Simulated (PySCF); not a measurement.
C$_{2}$H$_{4}$O$_{2}$, charge +1, doublet, geometry from GFN2-xTB (a state made from the parent by changing its charge; the spin is typed, not shown lowest); B3LYP/aug-cc-pVDZ run with PySCF.

Here is a job for PySCF.
```python
from pyscf import gto, scf, dft

mol = gto.Mole()
mol.atom = '''
    C    -1.42721550   -0.34477446   -0.06284575
    O    -0.10832509   -0.80332889    0.05979256
    C     0.88366296    0.03530489   -0.04001311
    O     0.96130834    1.20784457    0.09580546
    H    -1.80525534   -0.41698392   -1.09967017
    H    -2.03450360   -1.08161068    0.49162085
    H    -1.53507051    0.69186288    0.28101196
    H     1.81227857   -0.57257630   -0.30059372
'''
mol.basis = 'aug-cc-pvdz'
mol.charge = 1
mol.spin = 1
mol.verbose = 4
mol.build()

mf = dft.UKS(mol)
mf.xc = 'b3lyp'
mf.kernel()
mf.analyze()
```

### Question
Write the output that PySCF gives for this input, abridged.

### Answer

```
PySCF version 2.14.0

[INPUT] verbose = 4
[INPUT] num. atoms = 8
[INPUT] num. electrons = 31
[INPUT] charge = 1
[INPUT] spin (= nelec alpha-beta = 2S) = 1
[INPUT] symmetry False subgroup None
[INPUT] Mole.unit = angstrom
[INPUT] Symbol           X                Y                Z      unit          X                Y                Z       unit  Magmom
[...]
nuclear repulsion = 122.492088387785
number of shells = 52
number of NR pGTOs = 184
number of NR cGTOs = 128
basis = aug-cc-pvdz
ecp = {}

******** <class 'pyscf.dft.uks.UKS'> ********
method = UKS
initial guess = minao
damping factor = 0
level_shift factor = 0
DIIS = <class 'pyscf.scf.diis.CDIIS'>
diis_start_cycle = 1
diis_space = 8
diis_damp = 0
SCF conv_tol = 1e-09
SCF conv_tol_grad = None
SCF max_cycles = 50
direct_scf = True
direct_scf_tol = 1e-13
number electrons alpha = 16  beta = 15
XC library pyscf.dft.libxc version 7.1.2
    S. Lehtola, C. Steigemann, M. J. T. Oliveira, and M. A. L. Marques,  SoftwareX 7, 1–5 (2018)
XC functionals = b3lyp
    P. J. Stephens, F. J. Devlin, C. F. Chabalowski, and M. J. Frisch,  J. Phys. Chem. 98, 11623 (1994)
radial grids:
    Treutler-Ahlrichs [JCP 102, 346 (1995); DOI:10.1063/1.469408] (M4) radial grids

becke partition: Becke, JCP 88, 2547 (1988); DOI:10.1063/1.454033
pruning grids: <function nwchem_prune>
grids dens level: 3
symmetrized grids: False
atomic radii adjust function: <function treutler_atomic_radii_adjust>
small_rho_cutoff = 0
Set gradient conv threshold to 3.16228e-05
tot grids = 95632
init E= -229.634221225536

cycle= 1 E= -228.562914019896  delta_E= 1.07  |g|= 0.513  |ddm|= 2.56
cycle= 2 E= -227.981379975427  delta_E= 0.582  |g|= 1.29  |ddm|= 1.24
cycle= 3 E= -228.648589347608  delta_E= -0.667  |g|= 0.29  |ddm|= 1.01
cycle= 4 E= -228.675770164113  delta_E= -0.0272  |g|= 0.16  |ddm|= 0.366
cycle= 5 E= -228.686113533376  delta_E= -0.0103  |g|= 0.0483  |ddm|= 0.101
cycle= 6 E= -228.686870089871  delta_E= -0.000757  |g|= 0.0346  |ddm|= 0.0427
cycle= 7 E= -228.687493247233  delta_E= -0.000623  |g|= 0.0169  |ddm|= 0.0348
cycle= 8 E= -228.687688219433  delta_E= -0.000195  |g|= 0.0102  |ddm|= 0.0311
cycle= 9 E= -228.687781201462  delta_E= -9.3e-05  |g|= 0.00577  |ddm|= 0.02
cycle= 10 E= -228.687843495545  delta_E= -6.23e-05  |g|= 0.00379  |ddm|= 0.026
cycle= 11 E= -228.687871251433  delta_E= -2.78e-05  |g|= 0.000805  |ddm|= 0.0258
cycle= 12 E= -228.687872493012  delta_E= -1.24e-06  |g|= 0.000503  |ddm|= 0.00291
[...]
converged SCF energy = -228.68787291115  <S^2> = 0.75792598  2S+1 = 2.0079103
Total Energy =                        -228.687872911149810
[...]
spin_pop of  3 O 4dx2-y2    0.00005
spin_pop of  4 H 1s        0.02142
spin_pop of  4 H 2s        0.00011
spin_pop of  4 H 3s        0.00011
spin_pop of  4 H 2px       0.00004
spin_pop of  4 H 2py       0.00000
spin_pop of  4 H 2pz       0.00004
spin_pop of  4 H 3px       0.00002
spin_pop of  4 H 3py       0.00002
spin_pop of  4 H 3pz       0.00000
spin_pop of  5 H 1s        0.01933
spin_pop of  5 H 2s        0.00013
spin_pop of  5 H 3s        0.00006
spin_pop of  5 H 2px      -0.00003
spin_pop of  5 H 2py       0.00008
spin_pop of  5 H 2pz       0.00001
spin_pop of  5 H 3px       0.00000
spin_pop of  5 H 3py       0.00002
spin_pop of  5 H 3pz       0.00004
spin_pop of  6 H 1s        0.00014
spin_pop of  6 H 2s        0.00011
spin_pop of  6 H 3s        0.00017
spin_pop of  6 H 2px      -0.00002
spin_pop of  6 H 2py       0.00006
spin_pop of  6 H 2pz      -0.00000
spin_pop of  6 H 3px       0.00002
spin_pop of  6 H 3py       0.00001
spin_pop of  6 H 3pz       0.00003
spin_pop of  7 H 1s        0.13649
spin_pop of  7 H 2s        0.00063
spin_pop of  7 H 3s        0.00029
spin_pop of  7 H 2px       0.00044
spin_pop of  7 H 2py      -0.00008
spin_pop of  7 H 2pz       0.00005
spin_pop of  7 H 3px       0.00002
spin_pop of  7 H 3py      -0.00001
spin_pop of  7 H 3pz       0.00002
 ** Mulliken Spin Density (per atom)  **
spin density of  0 C =      0.04589
spin density of  1 O =      0.15107
spin density of  2 C =     -0.07410
spin density of  3 O =      0.69738
spin density of  4 H =      0.02177
spin density of  5 H =      0.01964
spin density of  6 H =      0.00052
spin density of  7 H =      0.13784
 ** Mulliken pop alpha/beta on meta-lowdin orthogonal AOs **
 ** Mulliken pop       alpha | beta **
In total            16.00000 | 15.00000
 ** Mulliken atomic charges   ( Nelec_alpha | Nelec_beta ) **
charge of  0C =     -0.10228  (     3.07409      3.02819 )
charge of  1O =     -0.15205  (     4.15156      4.00049 )
charge of  2C =      0.48907  (     2.71841      2.79251 )
charge of  3O =     -0.00313  (     4.35025      3.65288 )
charge of  4H =      0.18142  (     0.42017      0.39841 )
charge of  5H =      0.19236  (     0.41364      0.39400 )
charge of  6H =      0.14690  (     0.42681      0.42629 )
charge of  7H =      0.24771  (     0.44506      0.30723 )

WARN: System has nonzero charge 1; the dipole moment is origin-dependent.
Location of origin: [0. 0. 0.]

Dipole moment(X, Y, Z, Debye):  0.06566, -0.80085, -0.60772
```
